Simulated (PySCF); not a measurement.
How the method moves the HOMO and LUMO of `FB(F)[BH2-][PH3+]`

Species: B2F2H5P.
Cartesian coordinates in Å at the PBE0-D3(BJ)/def2-SVP level; atoms count from 1:
```xyz
10
B2F2H5P angstrom
F      2.6482   -0.4443   -0.0868
B      1.4497   -0.0508    0.3179
F      1.4431    0.4254    1.5729
B      0.0582   -0.1398   -0.6471
P     -1.3775    0.5814    0.3933
H     -0.2845   -1.2837   -0.9037
H      0.1054    0.5628   -1.6447
H     -2.6786    0.6048   -0.1658
H     -1.2592    1.9293    0.8091
H     -1.6489   -0.0388    1.6363
```

Basis pcSseg-2 throughout (PySCF), one geometry. One conformer (not necessarily the lowest) at the PBE0-D3(BJ)/def2-SVP geometry, without solvent, vibrations or thermal averaging.

**Question.** How do the orbital energies, the gap and the dipole change with the method?

**Answer.** 
```json
{"method": "BLYP", "kind": "GGA", "HOMO (eV)": "-6.77", "LUMO (eV)": "-0.90", "gap (eV)": "5.88", "μ (D)": "4.70", "SCF cycles": "15"}
{"method": "OPBE", "kind": "GGA", "HOMO (eV)": "-6.78", "LUMO (eV)": "-0.81", "gap (eV)": "5.97", "μ (D)": "4.67", "SCF cycles": "15"}
{"method": "B97-D", "kind": "GGA", "HOMO (eV)": "-6.84", "LUMO (eV)": "-0.79", "gap (eV)": "6.05", "μ (D)": "4.71", "SCF cycles": "14"}
{"method": "PBE", "kind": "GGA", "HOMO (eV)": "-6.86", "LUMO (eV)": "-0.91", "gap (eV)": "5.95", "μ (D)": "4.70", "SCF cycles": "15"}
{"method": "BP86", "kind": "GGA", "HOMO (eV)": "-6.95", "LUMO (eV)": "-0.94", "gap (eV)": "6.01", "μ (D)": "4.69", "SCF cycles": "15"}
{"method": "LDA", "kind": "LDA", "HOMO (eV)": "-6.97", "LUMO (eV)": "-1.08", "gap (eV)": "5.89", "μ (D)": "4.80", "SCF cycles": "15"}
{"method": "KT2", "kind": "GGA", "HOMO (eV)": "-6.98", "LUMO (eV)": "-0.92", "gap (eV)": "6.06", "μ (D)": "4.72", "SCF cycles": "16"}
{"method": "KT3", "kind": "GGA", "HOMO (eV)": "-6.99", "LUMO (eV)": "-1.01", "gap (eV)": "5.98", "μ (D)": "4.70", "SCF cycles": "15"}
{"method": "B97-2", "kind": "global hybrid", "HOMO (eV)": "-7.95", "LUMO (eV)": "-0.12", "gap (eV)": "7.83", "μ (D)": "4.91", "SCF cycles": "13"}
{"method": "B3LYP", "kind": "global hybrid", "HOMO (eV)": "-8.02", "LUMO (eV)": "-0.45", "gap (eV)": "7.57", "μ (D)": "4.90", "SCF cycles": "12"}
{"method": "PBE0", "kind": "global hybrid", "HOMO (eV)": "-8.22", "LUMO (eV)": "-0.14", "gap (eV)": "8.08", "μ (D)": "4.94", "SCF cycles": "12"}
{"method": "mPW1PW91", "kind": "global hybrid", "HOMO (eV)": "-8.25", "LUMO (eV)": "-0.15", "gap (eV)": "8.10", "μ (D)": "4.94", "SCF cycles": "12"}
{"method": "BHandHLYP", "kind": "global hybrid", "HOMO (eV)": "-9.53", "LUMO (eV)": "0.44", "gap (eV)": "9.97", "μ (D)": "5.13", "SCF cycles": "12"}
{"method": "CAM-B3LYP", "kind": "range-separated hybrid", "HOMO (eV)": "-9.64", "LUMO (eV)": "0.59", "gap (eV)": "10.24", "μ (D)": "5.06", "SCF cycles": "12"}
{"method": "wB97X-D", "kind": "range-separated hybrid", "HOMO (eV)": "-10.09", "LUMO (eV)": "1.60", "gap (eV)": "11.69", "μ (D)": "5.01", "SCF cycles": "13"}
{"method": "LC-wPBE", "kind": "range-separated hybrid", "HOMO (eV)": "-10.95", "LUMO (eV)": "1.80", "gap (eV)": "12.75", "μ (D)": "5.15", "SCF cycles": "13"}
{"method": "HF", "kind": "Hartree–Fock", "HOMO (eV)": "-11.52", "LUMO (eV)": "2.26", "gap (eV)": "13.78", "μ (D)": "5.35", "SCF cycles": "10"}
```

The HOMO spans 4.75 eV, from BLYP down to HF, and the gap runs from 5.88 eV (BLYP) to 13.78 eV (HF). Over the methods BLYP (0 %), OPBE (0 %), B97-D (0 %), PBE (0 %), BP86 (0 %), LDA (0 %), KT2 (0 %), KT3 (0 %), B97-2 (21 %), B3LYP (20 %), PBE0 (25 %), mPW1PW91 (25 %), BHandHLYP (50 %), HF (100 %), a straight line through the gap against the share of exact exchange rises by 0.79 eV for each 10 % (correlation coefficient 0.999). The dipole ranges from 4.67 D (OPBE) to 5.35 D (HF). This basis has no diffuse functions.
